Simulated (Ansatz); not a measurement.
## A geometry optimisation of FGeHNTe with BLYP-D3(BJ)/def2-SVP

The starting geometry of this gas-phase doublet was optimised with GFN2-xTB; its bonds are those of `[F][Ge]1[NH][Te]1`.

```xyz
5

F    -0.0050    1.6340    0.2454
Ge    1.4913    2.0504    1.2424
N     0.7553    3.5386    2.1516
Te    0.4533    2.4636    3.8106
H     0.1246    4.2941    1.9353
```

Where would you expect an optimisation with BLYP-D3(BJ)/def2-SVP to take it?

A bond breaks, giving a structure given below by its coordinates. Contacts that open: Ge2–Te4 (2.80 → 3.49 Å).

The energy falls by 0.26 eV over 21 steps:

```csv
step,E − E(last) (eV)
1,0.256
3,0.112
5,0.107
8,0.106
10,0.105
12,0.100
14,0.068
17,0.004
19,0.000
21,0.000
```

Final geometry (Å):

```xyz
5

F     0.4045    2.2869   -0.3035
Ge    1.1519    1.6511    1.1997
N     0.4959    3.0445    2.2905
Te    0.8485    3.2016    4.3168
H    -0.0814    3.7966    1.8818
```

The end wasn't checked by frequencies. Open shells are spin-unrestricted. Atoms past krypton carry core potentials, without spin–orbit terms. Run with Ansatz 0.2.0, 63 s on 2 threads of Arm Neoverse V1, with other jobs on the host.
